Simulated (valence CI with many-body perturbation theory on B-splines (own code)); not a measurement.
# Pb61+: what each term of the Hamiltonian does

Calculated by relativistic CI+MBPT: three valence electrons over a frozen Dirac-Fock core [Ar], a basis of 9 s, 9 p, 10 d, 8 f, 5 g, 3 h, 1 i functions for each j, with the one-electron correlation potential Σ1 (screened to all orders), the two-electron term Σ2, the three-electron term Σ3, Breit, model QED; selected single and double excitations, second order for the rest (own B-spline code, finite nucleus).

The last digits are not significant, and no measured levels were compared; by estimate large intervals hold to a few tenths of a per cent, small ones and those within an open d or f shell to about a per cent. The list stops below the first excitations out of the core. Only levels of the ground parity were solved; by the run's estimate the other parity begins above the list, which can be wrong where configurations are misplaced.

Each rung adds one term. CI alone is the Dirac-Coulomb CI over the frozen core; QED comes last and gives the full result, which names the levels. Energies are above (3d3/2^3) J=3/2 on the same rung, in cm⁻¹.

Levels are named by their leading jj configuration (3d3/2^4 stands for four electrons in 3d with j = 3/2), which in mixed levels can hold well under half, so a name can repeat and another be missing. Letters in brackets count levels of one name in rising energy.

```tsv
Level	CI alone	Σ1	Σ2	Σ3	Breit	QED	Full
(3d3/2^2 3d5/2) J=5/2 [a]	904723	+2796	+4647	+116	-22878	+2515	891919
(3d3/2^2 3d5/2) J=3/2	959207	+2799	+1573	+1155	-19332	+2498	947899
(3d3/2^2 3d5/2) J=9/2	1008890	+2829	+4755	-110	-40559	+2512	978323
(3d3/2^2 3d5/2) J=7/2	1011090	+2854	+3055	+19	-34766	+2535	984789
(3d3/2^2 3d5/2) J=1/2	1013880	+2825	-725	+1494	-22203	+2506	997780
(3d3/2^2 3d5/2) J=5/2 [b]	1240500	+2953	-3255	+430	-20991	+2563	1222200
(3d3/2 3d5/2^2) J=7/2 [a]	1890310	+5602	+7423	+219	-47817	+5021	1860760
(3d3/2 3d5/2^2) J=9/2	1943580	+5642	+7679	+305	-58284	+5044	1903970
(3d3/2 3d5/2^2) J=3/2	1980260	+5643	+2869	-124	-38908	+5027	1954770
(3d3/2 3d5/2^2) J=1/2	2010580	+5659	+1088	+1662	-42068	+5035	1981950
(3d3/2 3d5/2^2) J=11/2	2037020	+5671	+7529	+371	-67743	+5039	1987890
(3d3/2 3d5/2^2) J=5/2 [a]	2021070	+5629	+1817	-14	-42807	+5002	1990690
(3d3/2 3d5/2^2) J=7/2 [b]	2117460	+5685	+976	+620	-53264	+5023	2076500
(3d3/2 3d5/2^2) J=5/2 [b]	2116240	+5724	+179	-114	-46558	+5061	2080530
```

The middle columns are the shifts that each term adds.

Problem. How does the ionisation energy move along the ladder, and which term matters most?

Solution. CI alone 6595.6, + Σ1 6598.3, + Σ2 6604.6, + Σ3 6604.7, + Breit 6597.6, + QED 6597.9 eV. The largest step is Breit, -7.2 eV. NIST lists 6597 ± 12 eV (theoretical).
